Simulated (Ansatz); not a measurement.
Gas-phase electronic energies from Ansatz, PBE0-D4/def2-TZVP geometries. CBS: MP2 limit from def2 TZ/QZ plus the TZ coupled-cluster correction, frozen cores. This one scheme is used for every species. Functionals use def2-TZVPP. For Se outer-core shells are correlated without core-valence functions, which leaves a few kJ/mol of doubt a bond. Scalar relativity is left out up to krypton. One conformer a species, not always the lowest.

Consider the formal exchange of groups at the Si–C bond: `CC([SiH3])[SeH]` + `[Cl][AlH][Cl]` → `[SiH3][Al]([Cl])[Cl]` + `CC[SeH]`.

(1) Is it downhill or uphill in electronic energy at CCSD(T)/CBS, and by how much? (An estimate is asked.)

(2) What do these levels give: PBE-D4, r2SCAN0-D4, BHLYP-D4, ωB97X-V, ωB97M-V, PBE-QIDH, PBE0, r2SCANh, RPA@PBE/def2-TZVPP, CCSD(T)/def2-TZVPP, MP2/CBS(def2), CCSD/CBS(def2)? (An estimate is asked.)

Largest T1 diagnostic among the species: 0.011.

Answers

(1) Computed: Downhill: ΔE = -17.3 kJ/mol.

(2) The calculation gave: PBE-D4 -32.0, r2SCAN0-D4 -23.6, BHLYP-D4 -19.7, ωB97X-V -21.1, ωB97M-V -14.0, PBE-QIDH -22.3, PBE0 -33.3, r2SCANh -25.2, RPA@PBE/def2-TZVPP -17.7, CCSD(T)/def2-TZVPP -19.3, MP2/CBS(def2) -8.0, CCSD/CBS(def2) -18.4 kJ/mol.

In def2-TZVPP, CCSD(T) changes the Hartree–Fock value by +4.2 kJ/mol (the triples alone add +1.0 kJ/mol) and MP2 by +13.5 kJ/mol. From PBE to PBE0 (25 % exact exchange), in def2-TZVPP and without D4, ΔE moves by +3.3 kJ/mol.
